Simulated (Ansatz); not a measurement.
Input for Ansatz (an electronic-structure program): R-RI-MP2/cc-pV(Q+d)Z on CH5AlS (SMILES C[S][AlH2]), a point of a torsion scan. Files ending in .json are basis or fitting sets from the Basis Set Exchange.

Ansatz 0.2 input:
```yaml
crystal:
  periodic: [false, false, false]
  atoms:
    - {symbol: C, position_ang: [1.30690400, 0.17078192, 0.09315528]}
    - {symbol: S, position_ang: [0.24444429, -1.14928111, 0.82051164]}
    - {symbol: Al, position_ang: [-1.64612207, -0.41200300, -0.00681027]}
    - {symbol: H, position_ang: [1.85995070, -0.24854542, -0.74155860]}
    - {symbol: H, position_ang: [1.99449768, 0.49251564, 0.86829098]}
    - {symbol: H, position_ang: [0.69812494, 1.01597293, -0.23709992]}
    - {symbol: H, position_ang: [-1.77166361, 1.11014984, -0.23547950]}
    - {symbol: H, position_ang: [-2.83245708, -1.31941699, -0.36696045]}
basis:
  gaussian:
    orbitals: cc-pV_Q+d_Z.json
    fitting: {mean_field: def2-universal-JKFIT, correlation: cc-pVQZ-RIFIT.json}
magnetization: {spin_polarized: false}
correlation: {method: mp2, electrons: outside_noble_gas}
scf: {lower_state_search: off}
```

The head of its log:

```
WARN ansatz: RAYON_NUM_THREADS=1 ignored (pool sized by the plan → 1); use --threads N
Functional definition: HF
these checks for a lower state are left out or cut short: stability, starts, cluster_reference, orbital_swaps, neighbouring_geometries, increment
integrals: 0.40 GiB planned
421 factors; integrals over basis functions are off by at most 6.5e0 eV
mean field: 0.64 GiB planned
mean field evaluation 1: about -18510.4796 eV, gradient 2.1e1 eV
mean field evaluation 2: about -18511.7912 eV, gradient 7.5e0 eV
mean field evaluation 4: about -18511.9847 eV, gradient 5.0e-1 eV
mean field -18511.98607504 eV, -680.3029403827 hartree, gradient 1.1e-6 eV, S^2 0.000000; 0 other end points of the search recorded, 0 dependent functions left out
11 core orbitals not correlated
723 factors; their error is unknown
reference -18511.98607504 eV, -680.3029403827 hartree; 9, 9 occupied and 313, 313 virtual orbitals, 723 factors
```

Problem. Give the final energy of this run.

Solution. -680.7736 hartree.
